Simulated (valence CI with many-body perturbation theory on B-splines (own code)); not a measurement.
**Gd XXXII: calculated level list**

Level of theory: valence CI with perturbative core correlation (CI+MBPT): five valence electrons over a frozen Dirac-Fock core [Ar] 3d10, radial functions for each j: 11 s, 11 p, 10 d, 8 f, 5 g, 2 h, with the one-electron correlation potential Σ1, the two-electron term Σ2, the three-electron term Σ3, Breit, model QED; selected CI, second order for the rest, scaled by the run's own slope (own B-spline code, finite nucleus).

The last digits are not significant, and no measured levels were compared; by estimate large intervals hold to a few tenths of a per cent, small ones and those within an open d or f shell to about a per cent. Among the levels kept, up to 2000 cm⁻¹ of a level comes from second order outside the variational space, and about a tenth of that is noise between levels of different J, which matters for small intervals.

Levels 46 to 90 of 168, with energies above the lowest level, (4s^2 4p1/2^2 4p3/2) J=3/2. "Leading %" is the weight of the configuration and term that name the level; weights of strongly mixed levels are sums over their largest components and can fall short. In the jj column 3d3/2^4 stands for four electrons in 3d with j = 3/2. Lifetimes count E1, E2, E3, M1 and M2 decay at the calculated energies, and are blank where another channel may lead or the interval is too uncertain; long ones can be off by a factor of two.

| No. | Configuration | Term | J | E (cm⁻¹) | Leading % | Leading jj | Lifetime | g |
| --- | --- | --- | --- | --- | --- | --- | --- | --- |
| 46 | 4p⁵ | ²P° | 3/2 | 1898000 | 33 | 4s 4p1/2^2 4p3/2 4d3/2 (54 %) | 10.8 ps | 1.057 |
| 47 | 4s4p³4d | ⁶D° | 9/2 | 1904700 | 46 | 4s 4p1/2^2 4p3/2 4d5/2 (90 %) | 101 ps | 1.408 |
| 48 | 4p⁵ | ²P° | 3/2 | 1920400 | 24 | 4s 4p1/2^2 4p3/2 4d5/2 (52 %) | 10.9 ps | 1.194 |
| 49 | 4s4p³4d | ⁴G° | 5/2 | 1950300 | 31 | 4s 4p1/2^2 4p3/2 4d3/2 (73 %) | 10.1 ps | 0.940 |
| 50 | 4s4p³4d | ⁴D° | 5/2 | 1958000 | 28 | 4s 4p1/2^2 4p3/2 4d5/2 (77 %) | 11.9 ps | 1.318 |
| 51 | 4s4p³4d | ⁴D° | 1/2 | 1978400 | 54 | 4s 4p1/2^2 4p3/2 4d3/2 (86 %) | 5.55 ps | 0.559 |
| 52 | 4s4p³4d | ⁴D° | 7/2 | 2000400 | 24 | 4s 4p1/2^2 4p3/2 4d5/2 (60 %) | 6.06 ps | 1.253 |
| 53 | 4s4p³4d | ²F° | 7/2 | 2034600 | 29 | 4s 4p1/2^2 4p3/2 4d5/2 (84 %) | 13.1 ps | 1.140 |
| 54 | 4s4p³4d | ⁴D° | 1/2 | 2065300 | 53 | 4s 4p1/2^2 4p3/2 4d5/2 (77 %) | 6.97 ps | 0.452 |
| 55 | 4s4p³4d | ²F° | 5/2 | 2079800 | 23 | 4s 4p1/2^2 4p3/2 4d5/2 (66 %) | 3.61 ps | 1.073 |
| 56 | 4s4p³4d | ⁴D° | 3/2 | 2085300 | 31 | 4s 4p1/2^2 4p3/2 4d5/2 (80 %) | 4.36 ps | 1.360 |
| 57 | 4s4p³4d | ⁴D° | 3/2 | 2087300 | 36 | 4s 4p1/2^2 4p3/2 4d5/2 (32 %) | 4.29 ps | 1.068 |
| 58 | 4s4p³4d | ⁶D° | 1/2 | 2130200 | 34 | 4s 4p1/2 4p3/2^2 4d3/2 (81 %) | 29.3 ps | 1.949 |
| 59 | 4s4p³4d | ⁴F° | 5/2 | 2134100 | 30 | 4s 4p1/2 4p3/2^2 4d3/2 (80 %) | 17.0 ps | 1.251 |
| 60 | 4s4p³4d | ⁶D° | 3/2 | 2138600 | 27 | 4s 4p1/2 4p3/2^2 4d3/2 (62 %) | 5.63 ps | 1.306 |
| 61 | 4s4p³4d | ⁴F° | 7/2 | 2154600 | 43 | 4s 4p1/2 4p3/2^2 4d3/2 (70 %) | 29.4 ps | 1.247 |
| 62 | 4s²4p4d² | ⁴G° | 5/2 | 2167000 | 16 | 4s^2 4p1/2^2 4f5/2 (49 %) | 9.16 ps | 0.829 |
| 63 | 4s4p³4d | ⁴G° | 9/2 | 2192100 | 61 | 4s 4p1/2 4p3/2^2 4d3/2 (52 %) | 65.5 ps | 1.241 |
| 64 | 4s4p³4d | ⁴D° | 7/2 | 2195900 | 57 | 4s 4p1/2 4p3/2^2 4d5/2 (73 %) | 29.2 ps | 1.350 |
| 65 | 4s²4p²4f | ²F° | 7/2 | 2202900 | 21 | 4s^2 4p1/2^2 4f7/2 (77 %) | 6.30 ps | 1.136 |
| 66 | 4s4p³4d | ⁴F° | 9/2 | 2210100 | 48 | 4s 4p1/2 4p3/2^2 4d5/2 (67 %) | 46.1 ps | 1.315 |
| 67 | 4p⁵ | ²P° | 1/2 | 2214500 | 44 | 4p1/2 4p3/2^4 (44 %) | 15.5 ps | 0.604 |
| 68 | 4s4p³4d | ⁴D° | 1/2 | 2236100 | 51 | 4s 4p1/2 4p3/2^2 4d3/2 (49 %) | 3.88 ps | 0.635 |
| 69 | 4s4p³4d | ⁴F° | 3/2 | 2247300 | 47 | 4s 4p1/2 4p3/2^2 4d3/2 (79 %) | 5.60 ps | 0.729 |
| 70 | 4s²4p²4f | ⁴G° | 5/2 | 2253800 | 16 | 4s 4p1/2 4p3/2^2 4d3/2 (33 %) | 2.39 ps | 0.884 |
| 71 | 4s4p³4d | ²G° | 9/2 | 2259300 | 47 | 4s 4p1/2 4p3/2^2 4d5/2 (74 %) | 62.3 ps | 1.215 |
| 72 | 4s4p³4d | ⁴P° | 5/2 | 2259900 | 44 | 4s 4p1/2 4p3/2^2 4d3/2 (63 %) | 1.72 ps | 1.426 |
| 73 | 4s4p³4d | ²G° | 7/2 | 2263100 | 30 | 4s 4p1/2 4p3/2^2 4d3/2 (61 %) | 3.18 ps | 1.104 |
| 74 | 4s4p³4d | ⁴G° | 11/2 | 2264700 | 94 | 4s 4p1/2 4p3/2^2 4d5/2 (94 %) | 41.8 ps | 1.269 |
| 75 | 4s4p³4d | ⁴F° | 3/2 | 2272100 | 23 | 4s 4p1/2 4p3/2^2 4d3/2 (75 %) | 2.21 ps | 1.303 |
| 76 | 4s4p³4d | ⁴F° | 3/2 | 2284900 | 16 | 4s 4p1/2 4p3/2^2 4d3/2 (72 %) | 2.90 ps | 1.043 |
| 77 | 4s4p³4d | ⁴F° | 5/2 | 2290100 | 27 | 4s 4p1/2 4p3/2^2 4d3/2 (59 %) | 4.46 ps | 1.056 |
| 78 | 4s4p³4d | ²G° | 7/2 | 2294200 | 27 | 4s 4p1/2 4p3/2^2 4d3/2 (71 %) | 2.16 ps | 1.169 |
| 79 | 4s4p³4d | ⁴P° | 1/2 | 2306900 | 44 | 4s 4p1/2 4p3/2^2 4d5/2 (82 %) | 4.72 ps | 2.176 |
| 80 | 4s²4p4d² | ⁴G° | 5/2 | 2308000 | 17 | 4s 4p1/2 4p3/2^2 4d3/2 (37 %) | 4.04 ps | 1.046 |
| 81 | 4s²4p4d² | ⁴G° | 7/2 | 2324400 | 30 | 4s^2 4p1/2 4d3/2 4d5/2 (52 %) | 8.41 ps | 1.102 |
| 82 | 4s4p³4d | ⁴D° | 5/2 | 2325800 | 27 | 4s 4p1/2 4p3/2^2 4d5/2 (63 %) | 7.31 ps | 1.214 |
| 83 | 4s4p³4d | ²G° | 9/2 | 2326400 | 25 | 4s^2 4p1/2 4d3/2 4d5/2 (43 %) | 20.2 ps | 1.083 |
| 84 | 4s4p³4d | ⁴P° | 3/2 | 2327900 | 30 | 4s 4p1/2 4p3/2^2 4d5/2 (61 %) | 2.93 ps | 1.305 |
| 85 | 4s²4p4d² | ²D° | 3/2 | 2345600 | 11 | 4s^2 4p1/2 4d3/2^2 (34 %) | 1.38 ps | 1.107 |
| 86 | 4s4p³4d | ²P° | 1/2 | 2348800 | 26 | 4s 4p1/2 4p3/2^2 4d3/2 (50 %) | 1.48 ps | 0.781 |
| 87 | 4s4p³4d | ⁴P° | 5/2 | 2349000 | 20 | 4s 4p1/2 4p3/2^2 4d5/2 (61 %) | 3.71 ps | 1.215 |
| 88 | 4s4p³4d | ⁴D° | 7/2 | 2351200 | 33 | 4s 4p1/2 4p3/2^2 4d5/2 (80 %) | 6.96 ps | 1.181 |
| 89 | 4s4p³4d | ²P° | 3/2 | 2357500 | 27 | 4s 4p1/2 4p3/2^2 4d5/2 (45 %) | 2.08 ps | 1.297 |
| 90 | 4s4p³4d | ⁴D° | 5/2 | 2361700 | 20 | 4s 4p1/2 4p3/2^2 4d5/2 (58 %) | 3.24 ps | 1.172 |

Where two levels of one J and parity lie close, their mixing, g and order are uncertain.
